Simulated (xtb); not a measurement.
xtb input (GFN2-xTB):

```bash
xtb mol.xyz --gfn 2 --ohess tight --chrg -1 --uhf 0
```
mol.xyz:
```
3

Ge     0.63761130    -0.31426934     0.25051272
O      1.09317219     0.06253959    -1.19354331
Br    -1.66240264     0.32939238     0.91525683
```

End of the output:

```
Note: The following floating-point exceptions are signalling: IEEE_DENORMAL
normal termination of xtb
       1    119.13    -0.92858 ( 96.99%)    -0.79919 (  3.01%)    -0.92468
       2    202.98    -0.62789 ( 99.63%)    -0.64140 (  0.37%)    -0.62794
   ------------------------------------------------------------------------

   temp. (K)  partition function   enthalpy   heat capacity  entropy
                                   cal/mol     cal/K/mol   cal/K/mol   J/K/mol
 298.15  VIB   3.72                  828.229      4.309      5.378
         ROT  0.143E+06              888.752      2.981     26.570
         INT  0.532E+06             1716.982      7.290     31.948
         TR   0.212E+28             1481.254      4.968     41.255
         TOT                        3198.2358    12.2584    73.2027   306.2799

       T/K    H(0)-H(T)+PV         H(T)/Eh          T*S/Eh         G(T)/Eh
   ------------------------------------------------------------------------
    298.15    0.509671E-02    0.776738E-02    0.347809E-01   -0.270136E-01
   ------------------------------------------------------------------------

         :::::::::::::::::::::::::::::::::::::::::::::::::::::
         ::                  THERMODYNAMIC                  ::
         :::::::::::::::::::::::::::::::::::::::::::::::::::::
         :: total free energy         -10.454297263023 Eh   ::
         ::.................................................::
         :: total energy              -10.427283701510 Eh   ::
         :: zero point energy           0.002670667019 Eh   ::
         :: G(RRHO) w/o ZPVE           -0.029684228532 Eh   ::
         :: G(RRHO) contrib.           -0.027013561513 Eh   ::
         :::::::::::::::::::::::::::::::::::::::::::::::::::::

optimized geometry written to: xtbopt.xyz

           -------------------------------------------------
          | TOTAL ENERGY              -10.427283701510 Eh   |
          | TOTAL ENTHALPY            -10.419516321397 Eh   |
          | TOTAL FREE ENERGY         -10.454297263023 Eh   |
          | GRADIENT NORM               0.000065002209 Eh/α |
          | HOMO-LUMO GAP               4.126473516258 eV   |
           -------------------------------------------------

------------------------------------------------------------------------
------------------------------------------------------------------------
 total:
 SCF:
 ANC optimizer:
 analytical hessian:
```
